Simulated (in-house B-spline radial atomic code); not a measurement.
Radial electron density of the germanium ion Ge³⁺, [Ar] 3d10 4s1. All numbers are computed (non-relativistic BHandHLYP, spin-polarised, spherical fractional occupations, exact exchange averaged over the configuration; point nucleus) with an all-electron radial atomic-structure program (B-spline basis), not measured.

Columns: r (bohr), 4πr²n(r) (electrons per bohr), bar.

```
 0.00204    1.032 #
 0.00248    1.483 #
 0.00303    2.137 ##
 0.00369    3.038 ###
 0.00449    4.274 ####
 0.00547    5.958 ######
 0.00666    8.185 ########
 0.00811    11.06 ###########
 0.00988    14.67 ##############
   0.012    18.91 ##################
  0.0147    23.91 #######################
  0.0178    28.82 ############################
  0.0217    33.54 #################################
  0.0265    37.15 ####################################
  0.0322    38.83 ######################################
  0.0393    38.26 #####################################
  0.0478    35.83 ###################################
  0.0583    32.86 ################################
  0.0709    31.46 ###############################
  0.0864    33.26 ################################
   0.105    38.12 #####################################
   0.128    43.54 ##########################################
   0.156    45.36 ############################################
    0.19    41.07 ########################################
   0.232    32.31 ###############################
   0.282    24.84 ########################
   0.344    22.98 ######################
   0.418    26.03 #########################
    0.51    28.75 ############################
   0.621    26.62 ##########################
   0.756    19.96 ###################
   0.921    12.23 ############
    1.12    6.411 ######
    1.37    3.057 ###
    1.66    1.565 ##
    2.03   0.8078 #
    2.47   0.3793 
    3.01   0.1335 
    3.66  0.03175 
    4.46 0.004432 
    5.43 0.0003325 
    6.61 1.168e-05
```

On this grid the curve has 3 maxima, near 0.0322, 0.156, 0.51 bohr.

The 4s up radial function P(r) = rR(r), positive near the nucleus:

```json
{"r (bohr)": "0.000625", "P": "0.008458"}
{"r (bohr)": "0.000927", "P": "0.01242"}
{"r (bohr)": "0.00138", "P": "0.01823"}
{"r (bohr)": "0.00204", "P": "0.02637"}
{"r (bohr)": "0.00303", "P": "0.03792"}
{"r (bohr)": "0.00449", "P": "0.05355"}
{"r (bohr)": "0.00666", "P": "0.07385"}
{"r (bohr)": "0.00988", "P": "0.09805"}
{"r (bohr)": "0.0147", "P": "0.1227"}
{"r (bohr)": "0.0217", "P": "0.1382"}
{"r (bohr)": "0.0322", "P": "0.1286"}
{"r (bohr)": "0.0478", "P": "0.07157"}
{"r (bohr)": "0.0709", "P": "-0.04414"}
{"r (bohr)": "0.105", "P": "-0.1833"}
{"r (bohr)": "0.156", "P": "-0.2356"}
{"r (bohr)": "0.232", "P": "-0.06872"}
{"r (bohr)": "0.344", "P": "0.2553"}
{"r (bohr)": "0.51", "P": "0.3835"}
{"r (bohr)": "0.756", "P": "0.0374"}
{"r (bohr)": "1.12", "P": "-0.5457"}
{"r (bohr)": "1.66", "P": "-0.8313"}
{"r (bohr)": "2.47", "P": "-0.5757"}
{"r (bohr)": "3.66", "P": "-0.1767"}
{"r (bohr)": "5.43", "P": "-0.01822"}
```
